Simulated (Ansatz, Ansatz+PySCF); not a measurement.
```
atom   x (Å)   y (Å)    z (Å)
   H  0.0000  0.0000  -1.9417
  Be  0.0000  0.0000   0.0000
   H  0.0000  0.0000   1.9417
```

Basis set: 6-31G (spherical functions). All electrons are correlated. Charge 0, multiplicity 1.

Computed with Ansatz (development build ahead of 0.2.0); each method stands on the lowest determinant of its kind that the runs found. Restricted open shells among the atoms or ions are ROHF, correlated in semicanonical orbitals with singles.

The atomization energy at this shape (free ground-state atoms in the same class of orbitals less the molecule, no zero-point energy) of singlet BeH2:

| method | atomization energy |
| --- | --- |
| PBE0 (unrestricted) | 3.70 eV |
| RHF-CCSD(T) | 2.82 eV |
| RHF-MP2 | 2.77 eV |
| UHF-MP2 | 2.87 eV |

Question: What does RHF give?

Answer: 2.40 eV. Caution for RHF-CCSD(T), RHF-MP2, UHF-MP2: bonds are stretched, where a single reference can fail.

This basis has no polarisation functions and is too small for such energies, which can lie far from measured ones in either direction.
